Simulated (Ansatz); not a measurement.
A structure relaxed at B3LYP-D4/def2-TZVP in Ansatz, charge 1, singlet:

```xyz
5

Li   -1.122   -0.976    0.977
Li   -0.811    0.516   -1.497
Li    0.501    1.434    0.927
Li    1.433   -0.974   -0.406
N     0.000    0.000    0.000
```

Q: Give its formula and point group.

A: Li₄N⁺ (the lowest singlet isomer of a short search). Point group Td (tolerance 0.1 Å).

Q: Summarise the bond lengths by kind (pairs closer than 1.2 times the sum of covalent radii, bridged metal pairs left out).

A: 4 × Li–N 1.78 Å.

The structure comes from a short search, and lower isomers may exist.
